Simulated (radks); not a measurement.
The numbers below are computed, except where a source is named.
The europium ion Eu5+ is in [Xe] 4f4. Code: a radial shooting solver on a logarithmic mesh with Libxc functionals. Model: scalar-relativistic Kohn-Sham, PBE, spin-polarised, spherical densities, finite nucleus; Fermi nuclear charge, rms radius of each element as measured or else 0.836 A^(1/3) + 0.57 fm. Open shells are filled with parallel spins first. One electron is removed from 4d, 5s, 4f, 5p in turn, with full relaxation. Which removal costs least, and what does each cost?

Answer. 4f 87.919 eV; 5p 88.744 eV; 5s 113.42 eV; 4d 220.85 eV. The 4f electron leaves first.
